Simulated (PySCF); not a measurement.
From computed data to an observable: entropy of an ideal gas

C₂H₇Si, SMILES C[SiH]C, multiplicity 2.

Geometry: r2SCAN-D4/def2-SVP. The isomer is the one that the SMILES or the coordinates give; other isomers of the formula were not compared.

r2SCAN-D4/def2-SVP (PySCF) gives the harmonic wavenumbers 143, 157, 198, 490, 598, 645, 675, 731, 848, 857, 892, 1242, 1250, 1420, 1422, 1428, 1435, 2171, 3021, 3021, 3120, 3120, 3146, 3146 cm⁻¹ and the rotational temperatures 0.9001, 0.2835, 0.2339 K. The molar mass is 59.16 g/mol, the symmetry number 1, the spin multiplicity 2.

### Question
Work out the entropy at 298.15 K and 1 atm in the rigid-rotor, harmonic-oscillator model.

### Answer

Translation (Sackur–Tetrode at 1 atm): S = R[1.5 ln M + 2.5 ln T − 1.16487] = 159.6 J/(mol K).
Rotation: q = (√π/σ) T^1.5/√(θA θB θC) = 37300, S = R[ln q + 3/2] = 100.0 J/(mol K).
Vibration: with u = 1.4388 ν/T, each mode gives R[u/(e^u − 1) − ln(1 − e^−u)]:
```json
[
 {"ν (cm⁻¹)": "143", "modes": "1", "u": "0.69", "S (J/(mol K))": "11.56"},
 {"ν (cm⁻¹)": "157", "modes": "1", "u": "0.76", "S (J/(mol K))": "10.82"},
 {"ν (cm⁻¹)": "198", "modes": "1", "u": "0.96", "S (J/(mol K))": "9.00"},
 {"ν (cm⁻¹)": "490", "modes": "1", "u": "2.36", "S (J/(mol K))": "2.86"},
 {"ν (cm⁻¹)": "598", "modes": "1", "u": "2.89", "S (J/(mol K))": "1.90"},
 {"ν (cm⁻¹)": "645", "modes": "1", "u": "3.11", "S (J/(mol K))": "1.58"},
 {"ν (cm⁻¹)": "675", "modes": "1", "u": "3.26", "S (J/(mol K))": "1.41"},
 {"ν (cm⁻¹)": "731", "modes": "1", "u": "3.53", "S (J/(mol K))": "1.14"},
 {"ν (cm⁻¹)": "848", "modes": "1", "u": "4.09", "S (J/(mol K))": "0.72"},
 {"ν (cm⁻¹)": "857", "modes": "1", "u": "4.14", "S (J/(mol K))": "0.69"},
 {"ν (cm⁻¹)": "892", "modes": "1", "u": "4.30", "S (J/(mol K))": "0.60"},
 {"ν (cm⁻¹)": "1242", "modes": "1", "u": "5.99", "S (J/(mol K))": "0.15"},
 {"ν (cm⁻¹)": "1250", "modes": "1", "u": "6.03", "S (J/(mol K))": "0.14"},
 {"ν (cm⁻¹)": "1420", "modes": "1", "u": "6.85", "S (J/(mol K))": "0.07"},
 {"ν (cm⁻¹)": "1422", "modes": "1", "u": "6.86", "S (J/(mol K))": "0.07"},
 {"ν (cm⁻¹)": "1428", "modes": "1", "u": "6.89", "S (J/(mol K))": "0.07"},
 {"ν (cm⁻¹)": "1435", "modes": "1", "u": "6.92", "S (J/(mol K))": "0.06"}
]
```
The stiffer modes add less than 0.005 each. Sum 42.8 J/(mol K).
Spin: R ln 2 = 5.8 J/(mol K).
Total 308.2 J/(mol K); the program's own thermochemistry gives 308.3. Translation makes up 52 % and vibration 14 %. Anharmonicity, hindered rotation and orbital degeneracy are left out.
